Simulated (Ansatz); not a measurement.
Reaction (formal exchange of groups at the Si–O bond): `FCO[SiH2][SiH3]` + `CF` → `FC[SiH2][SiH3]` + `OCF`

Program: Ansatz. Geometries: PBE0-D4/def2-TZVP. ΔE: electronic, gas phase. CCSD(T)/CBS is the MP2 limit (def2-TZVPP, def2-QZVPP) plus CCSD(T) − MP2 in def2-TZVPP, frozen cores. This one scheme is used for every species. Functionals use def2-TZVPP. B3LYP here is the variant with VWN-RPA as its local correlation; programs differ in this. Each species was taken in one conformer, which may not be the lowest.

| level | ΔE (kJ/mol) | difference from CCSD(T)/CBS |
| --- | --- | --- |
| PBE0-D4 | 87.6 | -9.2 |
| ωB97X-V | 94.9 | -1.9 |
| B2PLYP | 98.0 | 1.2 |
| PBE0 | 85.8 | -11.0 |
| B3LYP | 94.4 | -2.4 |
| MP2/def2-TZVPP | 100.4 | 3.6 |
| HF/def2-QZVPP | 112.0 | 15.2 |
| SCS-MP2/def2-QZVPP | 102.8 | 6.0 |
| MP2/CBS(def2) | 100.3 | 3.5 |
| CCSD/CBS(def2) | 98.3 | 1.5 |
| CCSD(T)/CBS | 96.8 | 0 |

Largest T1 diagnostic among the species: 0.013.

From PBE to PBE0 (25 % exact exchange), in def2-TZVPP and without D4, ΔE moves by +5.3 kJ/mol. The D4 term adds +3.0 kJ/mol with B3LYP and +1.8 kJ/mol with PBE0; it sums over pairs of atoms, weighted by their polarisabilities, and B3LYP, whose exchange is more repulsive, gets the larger term. In def2-TZVPP, CCSD(T) changes the Hartree–Fock value by −13.6 kJ/mol (the triples alone add −1.5 kJ/mol) and MP2 by −10.1 kJ/mol.
